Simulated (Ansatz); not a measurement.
Reaction: H2SiO (oxosilane, SMILES O=[SiH2]) → HSiO (SMILES O=[SiH], doublet) + H (doublet) (the H-Si bond breaks)
Each species at its own B3LYP-D3(BJ)/def2-TZVP minimum (Ansatz, a program for electronic structure).

Quantity: bond dissociation energy (electronic), in kcal/mol. UHF or UKS for unpaired electrons; spin-orbit terms are left out. CBS(X,Y): correlation extrapolated as X^-3, Hartree-Fock from the larger set (Q,5: extrapolated as (X+1)exp(-9√X)). A bracket is a step between two methods taken in the basis named. The functionals are non-relativistic, so their misses hold any scalar relativity. Double hybrids freeze cores in their MP2 part. 'core' is core correlation in cc-pwCVTZ (1s frozen past Ne), 'X2C' scalar relativity in cc-pVTZ-DK, both at CCSD(T). For partners of very few electrons the exact lower level stands in for a higher one. The T1 diagnostic of H2OSi (O=[SiH2], singlet) reaches 0.025 in the sets run.

CCSD(T)/CBS(cc-pV(Q+d)Z,cc-pV(5+d)Z) + [CCSDT(Q) - CCSD(T)]/cc-pV(T+d)Z + [CCSDTQ - CCSDT(Q)]/cc-pV(D+d)Z + core + X2C (Ansatz) gives 87.8 kcal/mol.

Task: How far off this value is PBE/def2-TZVPD (Ansatz), in which direction, and how far these levels: B3LYP/def2-TZVPD, PBE0/def2-TZVPD, wB97M-V/def2-TZVPD, B2PLYP/def2-TZVPD, CCSD(T)/CBS(cc-pV(Q+d)Z,cc-pV(5+d)Z) + core + X2C?

Result: PBE gives 80.9 kcal/mol, 6.9 kcal/mol below it. Differences of the others: B3LYP/def2-TZVPD (Ansatz) -2.6; PBE0/def2-TZVPD (Ansatz) -4.6; wB97M-V/def2-TZVPD (Ansatz) -0.3; B2PLYP/def2-TZVPD (Ansatz) -2.7; CCSD(T)/CBS(cc-pV(Q+d)Z,cc-pV(5+d)Z) + core + X2C (Ansatz) 0.3 kcal/mol.
